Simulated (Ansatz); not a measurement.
Mulliken charges of CH$_{4}$GeSe, SMILES `[CH2]1[GeH2][Se]1` from B3LYP/def2-TZVPP in Ansatz (PBE0-D4/def2-TZVP geometry).

```csv
atom,x (Å),y (Å),z (Å),charge (e)
C1,-0.639,-0.198,-0.717,-0.306
Ge2,0.671,0.336,0.589,0.176
Se3,-0.531,-1.646,0.665,-0.191
H4,-1.598,0.307,-0.725,0.141
H5,-0.296,-0.521,-1.693,0.141
H6,0.303,1.415,1.605,0.019
H7,2.152,0.240,0.231,0.019
```

Problem. By hand: the dipole of these point charges (1 e Å = 4.8032 D).

Solution. Σ q r = (0.195, 0.435, -0.110) e Å, of length 0.489 e Å = 2.35 D.

Problem. How does the dipole of the full density compare? (Estimate.)

Solution. Computed: (0.135, 0.375, -0.138) e Å, 2.03 D; the point charges give 1.16 times that, at 7° from its direction.

Point charges leave out the atoms' own dipoles, such as those of lone pairs, and Mulliken's split depends on the basis, so the two needn't agree.

B3LYP here is the variant with VWN-RPA as its local correlation; programs differ in this.
